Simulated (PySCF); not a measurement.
Isomers of C7H9FO, mass 128.064 u with the commonest isotopes. Computed with PBE0-D3(BJ)/def2-SVP geometry optimisation, gas phase in PySCF. One conformer each, none proved a minimum here; rigid rotors.

Problem. Order these by dipole moment, largest first.
A. `[CH2:1]=[CH:2][C:3]1([C:4](=[O:5])[F:6])[CH2:7][CH2:8][CH2:9]1` with C1–C2–C3–C4 107°, C2–C3–C4–O5 118°, C2–C3–C7–C8 140°, C3–C7–C8–C9 -17°, C7–C8–C9–C3 17°, C2–C3–C9–C8 -138°
B. `[CH3:1][C@H:2]1[CH2:3][CH:4]=[C:5]([F:6])[C:7](=[O:8])[CH2:9]1` with C1–C2–C3–C4 174°, C2–C3–C4–C5 -21°, C4–C5–C7–O8 179°, C5–C7–C9–C2 33°
C. `[CH:1]#[C:2][C@@H:3]1[CH2:4][CH2:5][C@@:6]1([F:7])[O:8][CH3:9]` with C5–C6–O8–C9 171°, C2–C3–C4–C5 -140°, C3–C4–C5–C6 18°, C4–C5–C6–F7 93°, C2–C3–C6–C5 140°

Solution. B (4.43 D), A (2.81 D), C (1.22 D).

Problem. Order these by rotational constant C, smallest first.
A. `[CH3:1][C@H:2]1[CH2:3][CH:4]=[C:5]([F:6])[C:7](=[O:8])[CH2:9]1` with C1–C2–C3–C4 174°, C2–C3–C4–C5 -21°, C4–C5–C7–O8 179°, C5–C7–C9–C2 33°
B. `[CH2:1]=[CH:2][C:3]1([C:4](=[O:5])[F:6])[CH2:7][CH2:8][CH2:9]1` with C1–C2–C3–C4 107°, C2–C3–C4–O5 118°, C2–C3–C7–C8 140°, C3–C7–C8–C9 -17°, C7–C8–C9–C3 17°, C2–C3–C9–C8 -138°
C. `[CH:1]#[C:2][C@@H:3]1[CH2:4][CH2:5][C@@:6]1([F:7])[O:8][CH3:9]` with C5–C6–O8–C9 171°, C2–C3–C4–C5 -140°, C3–C4–C5–C6 18°, C4–C5–C6–F7 93°, C2–C3–C6–C5 140°

Solution. A (911.8 MHz), C (1154 MHz), B (1213 MHz).

Problem. Order these by rotational constant B, smallest first.
A. `[CH2:1]=[CH:2][C:3]1([C:4](=[O:5])[F:6])[CH2:7][CH2:8][CH2:9]1` with C1–C2–C3–C4 107°, C2–C3–C4–O5 118°, C2–C3–C7–C8 140°, C3–C7–C8–C9 -17°, C7–C8–C9–C3 17°, C2–C3–C9–C8 -138°
B. `[CH:1]#[C:2][C@@H:3]1[CH2:4][CH2:5][C@@:6]1([F:7])[O:8][CH3:9]` with C5–C6–O8–C9 171°, C2–C3–C4–C5 -140°, C3–C4–C5–C6 18°, C4–C5–C6–F7 93°, C2–C3–C6–C5 140°
C. `[CH3:1][C@H:2]1[CH2:3][CH:4]=[C:5]([F:6])[C:7](=[O:8])[CH2:9]1` with C1–C2–C3–C4 174°, C2–C3–C4–C5 -21°, C4–C5–C7–O8 179°, C5–C7–C9–C2 33°

Solution. C (1255 MHz), B (1619 MHz), A (1794 MHz).

```tsv
SMILES	point group	Ia (u·Å²)	Ib (u·Å²)	Ic (u·Å²)	κ	μa (D)	μb (D)	μc (D)
C#C[C@@H]1CC[C@@]1(F)OC	C1	244.45	312.14	437.81	0.02	0.16	0.01	1.21
C=CC1(C(=O)F)CCC1	C1	272.55	281.67	416.60	0.81	1.44	2.40	0.27
C[C@H]1CC=C(F)C(=O)C1	C1	172.68	402.61	554.26	-0.66	3.84	2.17	0.39
```
